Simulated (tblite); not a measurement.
Start geometry of `C/C(C=O)=N\N[SiH2]O[SiH3]` from a force field or distance geometry (Å):
```
atom  x, y, z in Å
C1     2.3907    1.1868    1.0472
C2     2.3642   -0.0780    0.2377
C3     3.7079   -0.7451   -0.0469
O4     4.7523   -0.2599    0.3314
N5     1.3136   -0.6857   -0.2154
N6     0.0947   -0.1323    0.0153
Si7   -1.3868   -0.8485   -0.5685
O8    -2.5893    0.1502   -0.0396
Si9   -4.2390    0.2115   -0.1436
H10    1.7995    1.0470    1.9699
H11    1.9327    1.9935    0.4566
H12    3.3912    1.4858    1.3265
H13    3.6198   -1.6680   -0.6297
H14   -0.0143    0.7243    0.5432
H15   -1.5563   -2.1901    0.0288
H16   -1.3744   -0.8960   -2.0323
H17   -4.8317   -0.9925    0.4799
H18   -4.7300    1.4143    0.5702
H19   -4.6543    0.2920   -1.5617
```

Question: What comes out of this run: tblite, GFN2-xTB geometry optimisation, gas phase?

Answer: 
```
atom  x, y, z in Å
C1     2.2297    1.2389    1.0657
C2     2.2814   -0.0361    0.2698
C3     3.5820   -0.6387    0.0049
O4     4.6434   -0.1922    0.3741
N5     1.2757   -0.6727   -0.2187
N6     0.0368   -0.2469   -0.0606
Si7   -1.3321   -1.1045   -0.7168
O8    -2.5494   -0.1620   -0.2298
Si9   -4.0959    0.3142   -0.0671
H10    1.6515    1.1049    1.9812
H11    1.7811    2.0458    0.4841
H12    3.2470    1.5165    1.3291
H13    3.5136   -1.5705   -0.5842
H14   -0.1036    0.6154    0.4669
H15   -1.4552   -2.4178   -0.0967
H16   -1.2778   -1.1144   -2.1734
H17   -4.8118   -0.7483    0.6337
H18   -3.9940    1.5432    0.7143
H19   -4.6321    0.5346   -1.4074
```

The energy falls by 27.8 kJ/mol over 73 L-BFGS steps, the largest force on an atom goes from 1.78 to 0.010 eV/Å, and the atoms move by 0.271 Å rms after alignment. The bond that changes most is C2–C3 (C=N carbon to aldehyde carbon), which shortens by 0.069 Å. Bonds longer at the end by more than 0.005 Å: 3 of 18; shorter: 12. Among the angles that change most is Si7–O8–Si9, from 136.8° to 156.6°. Rotational constants go from 5069, 343.8, 325.1 to 4209, 366.9, 340.9 MHz. The orientation of the end geometry is arbitrary; only internal coordinates are fixed.

GFN2-xTB frequencies show an imaginary mode (33i cm⁻¹), so the point is no minimum at that level. 3 starts were optimised and ended at 0.00, 0.13 and 3.26 kcal/mol (GFN2-xTB); the lowest of these is shown.

All values are computed, not measured.
